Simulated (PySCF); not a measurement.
EPR parameters of C7H10N

Compound: C7H10N (doublet state).
Structure used (GFN2-xTB), in Å, numbered top down from 1:
```
atom  x, y, z in Å
C1    -2.641   -0.699   -0.481
N2    -1.436   -0.240   -1.000
C3    -0.323   -0.081   -0.132
C4     0.526   -1.244    0.250
C5     1.800   -0.894    0.367
C6     2.033    0.558    0.052
C7     0.641    1.087   -0.237
C8    -0.349    1.029    0.887
H9    -3.431   -0.863   -1.189
H10   -2.884   -0.375    0.512
H11   -1.200   -0.628   -1.905
H12    0.107   -2.224    0.392
H13    2.612   -1.540    0.652
H14    2.498    1.075    0.895
H15    2.696    0.669   -0.809
H16    0.523    1.849   -0.991
H17   -1.185    1.711    0.841
H18    0.003    0.817    1.885
```

The hyperfine couplings belong to this conformer and change with its torsions.

Identity: `[CH2]N[C@@]12C=CC[C@@H]1C2` [radical].

Method used: PySCF, UKS B3LYP, pcH-1 on C H N, non-relativistic, mean-field spin-orbit, GIAO. Isolated species at its GFN2-xTB geometry (one conformer only). The geometry wasn't refined by DFT: couplings that depend on bond lengths, twists or pyramidal angles can differ widely from those at the functional's own minimum. Stability of the SCF solution: not tested.

```json
{
 "g1, g2, g3": "2.00212, 2.00283, 2.00348",
 "g_iso": "2.00281",
 "Form of g": "rhombic: the two nearest values differ by 48 % of g3 − g1",
 "⟨S²⟩": "0.7533 (exact 0.7500)",
 "HOMO–LUMO gap, α and β orbitals": "4.16, 5.99 eV",
 "Total energy": "-327.42668 Eh"
}
```

Hyperfine couplings atom by atom, in mT; T1 to T3 are the principal values of the dipolar part; ρ(0) is the spin density at the nucleus (MHz turned into mT with g_iso):

| atom | isotope | a_iso | T1 | T2 | T3 | Mulliken spin population | ρ(0) (bohr⁻³) |
| --- | --- | --- | --- | --- | --- | --- | --- |
| C1 | 13C | 4.18 | -2.41 | -2.39 | 4.79 | 0.87 | 0.1042 |
| N2 | 14N | 0.48 | -0.48 | -0.46 | 0.94 | 0.17 | 0.0419 |
| C3 | 13C | -0.09 | -0.07 | -0.06 | 0.13 | 0.00 | -0.0022 |
| C4 | 13C | 0.20 | -0.10 | -0.03 | 0.13 | 0.01 | 0.0050 |
| C5 | 13C | 0.01 | -0.04 | -0.02 | 0.06 | 0.01 | 0.0002 |
| C6 | 13C | -0.01 | -0.01 | 0.00 | 0.01 | 0.00 | -0.0002 |
| C7 | 13C | 0.16 | -0.03 | -0.02 | 0.04 | 0.00 | 0.0041 |
| C8 | 13C | 0.07 | -0.03 | -0.03 | 0.06 | 0.00 | 0.0017 |
| H9 | 1H | -1.14 | -1.14 | -0.03 | 1.17 | -0.03 | -0.0071 |
| H10 | 1H | -1.22 | -1.14 | -0.02 | 1.16 | -0.03 | -0.0076 |
| H11 | 1H | 0.03 | -0.52 | -0.24 | 0.75 | 0.00 | 0.0002 |
| H12 | 1H | -0.01 | -0.11 | -0.05 | 0.16 | 0.00 | -0.0001 |
| H13 | 1H | 0.06 | -0.03 | -0.02 | 0.05 | 0.00 | 0.0004 |
| H14 | 1H | -0.01 | -0.02 | -0.01 | 0.04 | 0.00 | -0.0001 |
| H15 | 1H | 0.02 | -0.02 | -0.02 | 0.04 | 0.00 | 0.0001 |
| H16 | 1H | 0.01 | -0.07 | -0.05 | 0.12 | 0.00 | 0.0001 |
| H17 | 1H | -0.02 | -0.09 | -0.07 | 0.16 | 0.00 | -0.0001 |
| H18 | 1H | -0.02 | -0.05 | -0.04 | 0.09 | 0.00 | -0.0001 |

Largest spin populations (Mulliken): C1 (+0.87) and N2 (+0.17). The angles at C1 add up to 351.9°, so it is slightly pyramidal.

Axes: g2 points within 9° of the C1–N2 bond.

Under fast tumbling the dipolar parts average out, and these isotropic splittings remain: 1 × 1H (H10, I = 1/2, 2 lines) with 1.22 mT, 1 × 1H (H9, I = 1/2, 2 lines) with 1.14 mT, 1 × 14N (N2, I = 1, 3 lines) with 0.48 mT, 1 × 1H (H13, I = 1/2, 2 lines) with 0.06 mT and 1 × 1H (H11, I = 1/2, 2 lines) with 0.03 mT.

H9 and H10 aren't averaged: C1 is flat or nearly so (angle sum 352°), and its turn about the short C1–N2 bond (1.39 Å) is taken as slow.

The 13C coupling of C1 (117.1 MHz) shows only in satellite lines or after enrichment, since that isotope makes up about 1.07 % of natural carbon.

Examples of negative spin density at the nucleus (bohr⁻³): H10 (-0.0076), H9 (-0.0071) and C3 (-0.0022).
